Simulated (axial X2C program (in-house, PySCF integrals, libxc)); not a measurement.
# Low determinants of SbTe⁻ at the PBE0 level, without spin–orbit coupling

Calculated with an in-house all-electron X2C program for linear molecules (integrals from PySCF). Spin-free means the one-electron spin-free X2C Hamiltonian. Basis: Te dyall-acv3z [12s13p9d5f1g], Sb dyall-acv3z [12s13p9d5f1g] (cores contracted in-house); Gaussian nuclei, density fitting, unrestricted open shells. Masses: Te 129.906 u, Sb 120.904 u.

Search at 2.610 Å (vertical energies from the lowest determinant):

```tsv
ΔE (eV)	state	electrons beyond evenly filled partner blocks	electrons in σ, π, δ, φ
0.00	M_S = 1, Λ = 0	π+α, π-α	42 46 16 0
0.53	M_S = 0, Λ = 2	π+α, π+β	42 46 16 0
0.53	M_S = 0, Λ = 0	π+β, π-α	42 46 16 0
2.20	M_S = 1, Λ = 1	σα, π+α	43 45 16 0
2.25	M_S = 1, Λ = 2	2 × π+α, 2 × π+β, 2 × π-α	42 46 16 0
2.29	M_S = 0, Λ = 1	σα, π+β	43 45 16 0
3.01	M_S = 1, Λ = 1	σα, π+α, π+β, π-α	41 47 16 0
```

Lowest determinant, M_S = 1, Λ = 0 (beyond evenly filled blocks: π+α, π-α): Re = 2.639 Å, ωe = 224.3 cm⁻¹.

The determinant in row 2 of the search, M_S = 0, Λ = 2 (beyond evenly filled blocks: π+α, π+β), was followed along the bond at PBE0; measured from the minimum of the lowest determinant it gives:

Te = 0.535 eV (4314 cm⁻¹), Re = 2.633 Å, ωe = 227.5 cm⁻¹.

Question: Compare the bond of the determinant in row 2 with that of the lowest one.

Answer: At PBE0 its Re is 0.006 Å shorter and its force constant, which goes as ωe², is 1.03 times that of the lowest determinant. T0 ≈ Te + Δωe/2 = 4314 + (2) = 4316 cm⁻¹.

The search compares states at one distance, so a state with another bond length can lie lower; it is not exhaustive and yields mostly the lowest determinant of each block pattern, so other components and higher states of one pattern are missing. These are energies of single determinants, not of spin-adapted states; PBE0 term energies can be off by some tenths of an eV, and the functional has no current term. The lowest determinant need not be the ground state where others lie within half an eV. For an anion, determinants above electron detachment are held by the basis set.
